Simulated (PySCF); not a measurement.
SMILES C[O][Bi]([SiH3])[SiH3] at its PBE0/def2-SVP optimised geometry (Å):

```
14

Bi    -0.6831    -1.2632     0.0000
O     -0.5435     0.8644     0.0000
C     -1.4533     1.5875     0.7606
H     -1.3618     1.4055     1.8539
H     -1.2640     2.6646     0.5994
H     -2.5156     1.4047     0.4904
Si     1.9908    -1.2632     0.0000
H      2.4573    -0.6311    -1.2703
H      2.5156    -2.6646     0.0621
H      2.5128    -0.4902     1.1658
Si    -0.6070    -1.5299     2.6819
H     -1.9648    -1.3446     3.2828
H      0.3403    -0.5563     3.3051
H     -0.1494    -2.9230     2.9885
```

Calculation: PBE0/def2-TZVP, def2 effective core potentials past Kr in PySCF. The core electrons that the potentials of Bi replace are not part of the density. Cells within 0.4 Å of a nucleus heavier than hydrogen are left out (blank, or x).

Map of the electron localisation function on the plane z = 0.6 Å:

```
|00000000000000000000000000000|
|00000000000000000000000000000|
|00000000001100000000000000000|
|00000000278872000000000000000|
|00000000699998100000000000000|
|00000001799999300000000000000|
|00000001699998100000000000000|
|00001222499995000000000000000|
|00017887679961000000000000000|
|0004999993x341111000000000000|
|0006999993x365653000000000000|
|00059999964778874000011000000|
|00027999733678862000355310000|
|00001442101467630003788730000|
|00000000001234210027999861000|
|00000000012221112348999972000|
|00000001343333235654799962000|
|00000013543465237830058631000|
|00000024553465237820024310000|
|00000024553343236741255310000|
|00000013454333234546899741000|
|00000002344332112248999983000|
|00000000122211000139999995000|
|00000000000000000029999994000|
|00000000000000000017999971000|
|00000000000000000003798610000|
|00000000000000000000111000000|
|00000000000000000000000000000|
|00000000000000000000000000000|
```
Scale: ten equal steps from 0.000 (start of '0') to 1.000 (end of '9'), in the order '0123456789'; x runs from -5.00 to 5.00, y from -5.00 (bottom) to 5.00 (top).
